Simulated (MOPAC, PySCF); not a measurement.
Cl₂F₂Ge, SMILES `[F][Ge]([F])([Cl])[Cl]`, neutral singlet in the gas phase. 

Cartesian coordinates (Å):
```xyz
5

F     -0.0130     1.2115    -1.2585
Ge    -0.0008     0.0508     0.0049
F     -0.0229     0.9470     1.4678
Cl     1.7840    -1.0763    -0.0979
Cl    -1.7473    -1.1330    -0.1163
```
Charge 0, spin multiplicity 1.

All levels are single points at this geometry (B3LYP-D3(BJ)/def2-TZVP); Pople sets use spherical d functions. Orbital energies aren't observables, and empty levels follow the basis.

```json
[
 {"level": "B3LYP-D3(BJ)/def2-TZVP in PySCF", "HOMO (eV)": "-9.84", "LUMO (eV)": "-2.47", "gap (eV)": "7.38", "dipole (D)": "1.27", "vertical IE, Delta-SCF (eV)": "12.31"},
 {"level": "B3LYP/6-311+G** (LANL2DZ on Ge) in PySCF", "HOMO (eV)": "-10.10", "LUMO (eV)": "-2.85", "gap (eV)": "7.24", "dipole (D)": "1.56", "vertical IE, Delta-SCF (eV)": "–"},
 {"level": "B3LYP/6-31G* in PySCF", "HOMO (eV)": "-9.74", "LUMO (eV)": "-2.48", "gap (eV)": "7.26", "dipole (D)": "0.97", "vertical IE, Delta-SCF (eV)": "12.25"},
 {"level": "B3LYP/LANL2DZ in PySCF", "HOMO (eV)": "-10.32", "LUMO (eV)": "-3.25", "gap (eV)": "7.07", "dipole (D)": "1.23", "vertical IE, Delta-SCF (eV)": "–"},
 {"level": "BP86/6-31G* in PySCF", "HOMO (eV)": "-8.64", "LUMO (eV)": "-3.30", "gap (eV)": "5.34", "dipole (D)": "0.83", "vertical IE, Delta-SCF (eV)": "–"},
 {"level": "SVWN5/6-31G* in PySCF", "HOMO (eV)": "-8.67", "LUMO (eV)": "-3.47", "gap (eV)": "5.19", "dipole (D)": "0.91", "vertical IE, Delta-SCF (eV)": "–"},
 {"level": "AM1 in MOPAC", "HOMO (eV)": "-13.13", "LUMO (eV)": "-2.41", "gap (eV)": "10.73", "dipole (D)": "0.09", "vertical IE, Delta-SCF (eV)": "–"},
 {"level": "PM6 in MOPAC", "HOMO (eV)": "-12.23", "LUMO (eV)": "-2.18", "gap (eV)": "10.05", "dipole (D)": "1.15", "vertical IE, Delta-SCF (eV)": "–"},
 {"level": "PM7 in MOPAC", "HOMO (eV)": "-11.79", "LUMO (eV)": "-2.57", "gap (eV)": "9.22", "dipole (D)": "1.86", "vertical IE, Delta-SCF (eV)": "–"}
]
```
